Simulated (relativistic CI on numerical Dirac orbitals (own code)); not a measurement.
## Spin-allowed bands of a d8 ion in a tetrahedral site, by hand

Problem. Take Δ = 4000 cm⁻¹ and B = 550 cm⁻¹ for a d8 ion in a tetrahedral site. Calculate the three spin-allowed bands.

Working.
1. The terms of highest spin are 3F (energy 0) and 3P (15B = 8250 cm⁻¹). Here the F term splits into A2 at +1.2Δ = 4800, T2 at +0.2Δ = 800 and T1 at −0.6Δ = -2400 cm⁻¹.
2. The two T1 states mix through the element 0.4Δ: H = [[-2400, 1600], [1600, 8250]], with roots ½(H₁₁ + H₂₂) ∓ ½√[(H₂₂ − H₁₁)² + 4H₁₂²] = ½(5850) ∓ ½(11120) = -2635 and 8485 cm⁻¹.
3. The ground term is 3T1 at -2635 cm⁻¹.
4. Bands: 3T2 3435 cm⁻¹ (2911 nm), 3A2 7435 cm⁻¹ (1345 nm), 3T1(P) 11120 cm⁻¹ (899 nm).

Check. Exact diagonalisation of the whole d8 shell with these parameters gives 3T2 3435, 3A2 7435, 3T1 11120 cm⁻¹. The match is exact, since without spin-orbit coupling no other term has this spin. The ratio of the second band to the first, 2.164, depends on Δ/B = 7.3 alone, which is how a Tanabe-Sugano diagram is read.
